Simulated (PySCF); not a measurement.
**Correlation energy of Mo⁺ (molybdenum, charge +1)**

[Kr] 4d5, high-spin 6S determinant. Computed with PySCF 2.14 in x2c-TZVPPall with one added diffuse shell each of s, p, d, f type (9s7p7d3f1g, 95 functions), with the spin-free X2C one-electron Hamiltonian (Gaussian nucleus). Frozen: [Ar] 3d10; 13 electrons correlated.

```json
{"level": "CCSD", "correlation energy (mhartree)": "-337.77"}
{"level": "(T)", "correlation energy (mhartree)": "-8.39"}
{"level": "CCSD(T)", "correlation energy (mhartree)": "-346.16"}
```

Diagnostics: T1 = 0.0041, D1 = 0.0069, largest double amplitude 0.021.

Cost of the coupled-cluster step: roughly 21 core-seconds, for 13 correlated electrons.

This basis was not built for core-valence correlation, so the inner-shell part is incomplete.
